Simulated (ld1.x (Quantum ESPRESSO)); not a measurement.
**How hard is this Si (Z = 14) ultrasoft potential?**

- Element: Si (Z = 14)
- Generator: ld1.x (Quantum ESPRESSO) 7.5
- Type: ultrasoft
- Functional: LDA (PZ)
- Relativity: scalar-relativistic
- Frozen core: [Ne]
- Valence charge: 4
- Reference configuration: 3s2 3p2
- Partial waves: 3s (bound): rcut 1.85, rcutus 2.10 bohr; 3s channel at 0.05 Ry: rcut 1.85, rcutus 2.10 bohr; 3p (bound): rcut 1.75, rcutus 1.95 bohr; 3p channel at 0.1 Ry: rcut 1.75, rcutus 1.95 bohr
- Local potential: all-electron potential smoothed inside 1.45 bohr (lloc = -1)
- Core correction: a·sin(br)/r model core inside 1.95 bohr
- Augmentation charge: built from norm-conserving waves at rcut, not smoothed further

The pseudo-atom Hamiltonian at the reference potential is diagonalised in spherical Bessel functions j_l(qr) that vanish at 20 bohr, with q² up to the cutoff. All-electron valence levels (Ry): 3s -0.8000, 3p -0.3064.

How do the lowest levels (Ry) of each channel move with the cutoff, and are there ghosts?

| cutoff (Ry) | s #1 | p #1 | d #1 | d #2 | f #1 | Σ f·Δε (mRy) |
| --- | --- | --- | --- | --- | --- | --- |
| 8 | -0.7999 | -0.3038 | 0.0568 | 0.1322 | 0.1106 | 5.5 |
| 10 | -0.7999 | -0.3053 | 0.0567 | 0.1318 | 0.1106 | 2.5 |
| 12 | -0.7999 | -0.3059 | 0.0566 | 0.1316 | 0.1106 | 1.3 |
| 15 | -0.8000 | -0.3062 | 0.0566 | 0.1314 | 0.1106 | 0.5 |
| 18 | -0.8000 | -0.3063 | 0.0566 | 0.1313 | 0.1106 | 0.3 |
| 21 | -0.8000 | -0.3064 | 0.0566 | 0.1312 | 0.1106 | 0.1 |
| 400 | -0.8000 | -0.3064 | 0.0566 | 0.1312 | 0.1106 | 0.0 |

Result: no extra level below or beside the all-electron valence levels (s, p, d, f tested); 10 mRy is reached at 8 Ry and 1 mRy at 15 Ry.
